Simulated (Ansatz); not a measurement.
## Ansatz (development build ahead of 0.2.0) run

```yaml
crystal:
  periodic: [false, false, false]
  atoms:
    - { symbol: Ca, position_ang: [0.0, 0.0, 0.0] }
    - { symbol: F, position_ang: [0.0, 0.0, 2.758] }
basis:
  gaussian: { orbitals: def2-SVP }
magnetization:
  spin_polarized: true
  initial_magnetization: 1
hamiltonian:
  xc: pbe0
scf:
  omitted_lower_state_checks: [starts, atomic_configurations, cluster_reference, orbital_swaps, given_window_search, neighbouring_geometries, increment]
output:
  forces: true
```

The input is written out in the form of the current development build from the run's settings.

Results

```
Converged                       : yes
Total energy                    : -776.96200 hartree
Spin squared of the determinant : 0.751
Stability test                  : minimum
```

Forces (eV/Å):
```
atom     Fx     Fy      Fz
 Ca1  0.000  0.000   3.063
  F2  0.000  0.000  -3.063
```
